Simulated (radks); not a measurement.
Results of a calculation; reference values are marked as such.
Spherical quantum dot in the effective-mass picture: electrons in a hard-walled sphere of radius 3.4, with a point charge +2 (a donor) at the centre, all in effective atomic units (hartree* = m*/eps^2 hartree, bohr* = eps/m* bohr), one dielectric constant everywhere. Level of theory: non-relativistic Kohn-Sham, LDA (Slater exchange, Perdew-Wang correlation), spin-polarised, spherical densities (a radial shooting solver with Libxc functionals). Levels are named by radial order and angular momentum (1s, 1p, 1d, 2s, ...), and open shells are averaged over m.

N = 38, configuration 1s2 1p6 1d10 2s2 1f14 1g(up 4, down 0). This is the lowest configuration that the search found. Occupied and some empty levels:

level,occupation,eigenvalue (hartree*),<r> (bohr*)
1s up,1,13.628,2.193
1s down,1,13.660,2.166
1p up,3,13.878,2.434
1p down,3,13.916,2.429
1d up,5,14.250,2.506
1d down,5,14.290,2.503
2s up,1,14.403,1.130
2s down,1,14.412,1.151
1f up,7,14.761,2.563
1f down,7,14.802,2.561
1g up,4,15.402,2.611
1g down,0,15.445,2.610
2p up,0,15.857,1.678
2p down,0,15.871,1.677
1h up,0,16.167,2.652
1h down,0,16.211,2.651
3s up,0,16.353,1.670
3s down,0,16.370,1.671
2d up,0,16.834,1.907
2d down,0,16.852,1.905

Energy (hartree*): total 287.391, kinetic 75.404, external -36.617, Hartree 269.99, exchange-correlation -21.389.
